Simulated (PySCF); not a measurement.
A PySCF script (with the pyscf-properties extension) for the NMR shieldings of SMILES C[SiH]1CCP([SiH3])CC1, C₅H₁₅PSi₂, on a GFN2-xTB geometry:

```python
import basis_set_exchange as bse
import numpy as np
from pyscf import gto, dft
from pyscf.prop import nmr

atoms = """
C    -3.374682    0.227529    0.543324
Si   -1.625440    0.459268   -0.150475
C    -0.436747    1.068005    1.208151
C     1.014329    0.979954    0.745083
P     1.521769   -0.783093    0.421719
Si    3.524018   -0.406397   -0.497177
C     0.541742   -1.082617   -1.133768
C    -0.952384   -1.183252   -0.842232
H    -3.760217    1.162954    0.932407
H    -4.053084   -0.110962   -0.231436
H    -3.398296   -0.501287    1.347050
H    -1.627057    1.455385   -1.243996
H    -0.663086    2.099928    1.486439
H    -0.553902    0.466599    2.112177
H     1.159982    1.577636   -0.160218
H     1.690170    1.364598    1.516677
H     3.504638    0.584854   -1.580188
H     4.012949   -1.674878   -1.036725
H     4.416407    0.074214    0.557161
H     0.734665   -0.279156   -1.851562
H     0.915376   -2.018031   -1.564539
H    -1.478962   -1.462283   -1.757812
H    -1.116941   -1.991983   -0.127056
"""
names = dict.fromkeys(["C", "Si", "P", "H"], "pcSseg-1")
basis = {el: gto.basis.parse(bse.get_basis(n, elements=[el], fmt="nwchem")) for el, n in names.items()}
mol = gto.M(atom=atoms, basis=basis, charge=0, verbose=0)
mf = dft.RKS(mol, xc="PBE0")
mf.grids.level = 2
mf.grids.alignment = dft.numint.BLKSIZE   # the property module wants whole blocks of grid points
mf.conv_tol = 1e-9
mf.kernel()

calc = nmr.RKS(mf)   # GIAO
C = mf.mo_coeff
Co = C[:, mf.mo_occ > 0]
resp = mf.gen_response(singlet=True, hermi=2)
def vind(x):   # induced exchange potential for any number of trial vectors
    d = np.einsum("pi,xij,qj->xpq", C, 2 * x.reshape(-1, C.shape[1], Co.shape[1]), Co, optimize=True)
    return np.einsum("xpq,pi,qj->xij", resp(d - d.transpose(0, 2, 1)), C, Co, optimize=True).ravel()
mo1, _ = nmr.rhf.solve_mo1(calc, with_cphf=vind)
sigma = calc.kernel(mo1)
for i, s in enumerate(sigma):   # ppm
    print("%2d %-2s %9.2f" % (i, mol.atom_pure_symbol(i), np.trace(s) / 3))
```

Question: What are the results?

Answer: 
```
 0 C     191.05
 1 Si    369.99
 2 C     171.75
 3 C     161.79
 4 P     450.46
 5 Si    423.03
 6 C     161.80
 7 C     171.75
 8 H      31.70
 9 H      31.70
10 H      31.74
11 H      27.41
12 H      30.38
13 H      30.80
14 H      30.06
15 H      29.72
16 H      28.02
17 H      27.88
18 H      27.88
19 H      30.06
20 H      29.72
21 H      30.38
22 H      30.80
```

These numbers come from an equivalent density-fitted implementation of the same equations, which agrees with the script to about 0.01 ppm for H and up to a few tenths of a ppm for heavy atoms, so last digits may differ.

Size and cost of the density-fitted run: 232 basis functions, about 2.4 core-minutes.
